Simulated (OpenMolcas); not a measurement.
Ti3+ (d1) on a cation site of an ionic host was computed by CASSCF with the d shell active (OpenMolcas, ANO-RCC-VTZP on the metal). Its lowest spin-free states, and all those of the highest spin:

```tsv
2S+1	Degeneracy	E (cm-1)
2	3	0.0
2	2	12266
```

Task: Is the site octahedral, tetrahedral or cube-like, axial, or of lower symmetry?

Result: The states with 2S+1 = 2 have orbital degeneracies 3, 2. Threefold states need a cubic site. For d1 at this spin an octahedron puts the threefold T2 below the twofold E and a tetrahedron or cube puts the twofold E below the threefold T2, so the site is octahedral. The first gap at this spin, 12300 cm-1, is |10Dq| in ligand-field theory. The run had Ti3+ with its 6 nearest chloride ions at 2.435 Å, on the Zr site of Cs2ZrCl6 (a = 10.407 Å, distance in the model lattice 2.446 Å). The rest of the host is ab initio model potentials to 7.6 Å and point charges beyond; the distance is set by hand and nothing relaxes, and no local charge compensation is placed. Ligand basis ANO-RCC-VDZP.

An orbital triplet at a regular site is open to Jahn-Teller coupling, which can distort the site and quench the lowest spin-orbit gaps and is left out. Ligand-to-metal charge-transfer states are missing. With metal d orbitals alone and no dynamic correlation the field as a rule comes out too small, by tens of per cent, by up to half for chloride and softer ligands. No measured value stands beside these numbers; the geometry was set by hand and not optimised.
